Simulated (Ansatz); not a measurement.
Reaction (SMILES): CO (CH4O) → [CH3] (CH3) + [OH] (HO) (the C-O bond at the site shown breaks; other sites are not compared here)
Each molecule is optimised on its own at B3LYP-D3(BJ)/def2-TZVP (Ansatz, a program for electronic structure).

Property: bond dissociation energy (electronic energy difference), in kJ/mol. Correlated levels leave the core frozen unless marked. Open shells are spin-unrestricted. No spin-orbit coupling. Non-relativistic. CBS marks a two-point X^-3 extrapolation of the correlation energy; Hartree-Fock from the larger set.

CCSD(T)/CBS(cc-pVTZ,cc-pVQZ) (Ansatz) gives 411.7 kJ/mol.

Question: Another calculation gave 383.5 kJ/mol. Which level was it?
A) r2SCAN/def2-TZVPD (Ansatz)
B) wB97M-V/def2-TZVPD (Ansatz)
C) SVWN5/def2-TZVPD (Ansatz)
D) CAM-B3LYP/def2-TZVPD (Ansatz)

Answer: A, r2SCAN/def2-TZVPD (Ansatz). The others give 400.3 (CAM-B3LYP), 411.4 (wB97M-V), 514.7 (SVWN5) kJ/mol.
